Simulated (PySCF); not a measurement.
# Cr²⁺: interval between two levels

Cr²⁺ [Ar] 3d4 [5D4, M_J = 4] → Cr²⁺ [Ar] 3d3 4p1 [5G6, M_J = 6], as a difference of total energies. Computed with PySCF 2.14 in x2c-SVPall-2c with one added diffuse shell each of s, d type (6s5p4d1f, 48 functions), with the two-component X2C-1e Hamiltonian. Correlated levels: [Ne] frozen; the 6 highest virtual spinors dropped. "Screened" scales the spin-orbit matrix elements by Boettger's factors to mimic the two-electron term; Breit and QED terms are absent.

```csv
method,interval between two levels (cm⁻¹)
GHF (spin-free),93625
GMP2 (spin-free),94742
GHF (screened spin-orbit),93985
GMP2 (screened spin-orbit),95109
```

The labels give the starting determinants; with spin-orbit coupling the two ends relaxed to ⟨J²⟩ = 20.00, ⟨L²⟩ = 6.01, ⟨S²⟩ = 6.00 and ⟨J²⟩ = 42.00, ⟨L²⟩ = 20.01, ⟨S²⟩ = 6.00.
